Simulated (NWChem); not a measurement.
Basis-set convergence for BrFSn

```xyz
3

Sn    -0.7303    -0.5959     0.0000
F      0.5761    -2.0801     0.0000
Br     0.8951     1.3862     0.0000
```
Charge 0, spin multiplicity 1.

Program: NWChem. Structure: optimised with PBE/def2-SVP with def2 effective core potentials on Sn, a minimum by its harmonic frequencies.

Quantity: LUMO energy at the level PBE.

Effective core potentials replace the inner electrons of Sn; spin-orbit coupling is left out. The structure started from a generated list of species.

Costs are rough ratios of processor time within this set of runs, SCF included, with def2-SVP as 1.

```
basis       functions  LUMO energy (eV)  relative cost
----------  ---------  ----------------  -------------
def2-SVP           72             -3.62              1
def2-SVPD          96             -3.88        under 3
def2-TZVPP        129             -3.78        under 3
def2-TZVP         129             -3.78              3
def2-TZVPD        153             -3.84              5
def2-QZVP         214             -3.81             30
```

Smallest basis within 0.1 eV of def2-QZVP, the largest set run: def2-SVPD, with 96 functions against 214 and about 5 % of the time (also within reach: def2-TZVPP, def2-TZVP, def2-TZVPD). def2-QZVP isn't the basis-set limit itself, and a small set can land close by cancellation.
